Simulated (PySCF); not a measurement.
Ligands exchanged one at a time, Si Cl-NH2. Gas-phase values, no solvent. One relaxed conformer stands for each flexible species; it need not be the lowest. Strings in code marks are SMILES.

The numbers are results of PBE-D3(BJ)/def2-TZVP // TPSSh-D3(BJ)/def2-TZVP in PySCF 2.14.0, not measurements. Excitations are Tamm–Dancoff values on a coarser integration grid. The basis has no diffuse functions, so Rydberg states are missing or too high.

```json
[
 {"species": "2 of 4 Cl replaced by NH2", "S1–T1 gap (TDA) (eV)": "0.27", "HOMO–LUMO gap (eV)": "6.27"},
 {"species": "3 of 4 Cl replaced by NH2 (`N[Si](N)(N)Cl`)", "S1–T1 gap (TDA) (eV)": "0.23", "HOMO–LUMO gap (eV)": "5.61"},
 {"species": "4 of 4 Cl replaced by NH2 (`N[Si](N)(N)N`)", "S1–T1 gap (TDA) (eV)": "0.15", "HOMO–LUMO gap (eV)": "___"}
]
```

Q: Fill in the missing entries.

A: 
- 4 of 4 Cl replaced by NH2 (`N[Si](N)(N)N`), HOMO–LUMO gap (eV): 5.26
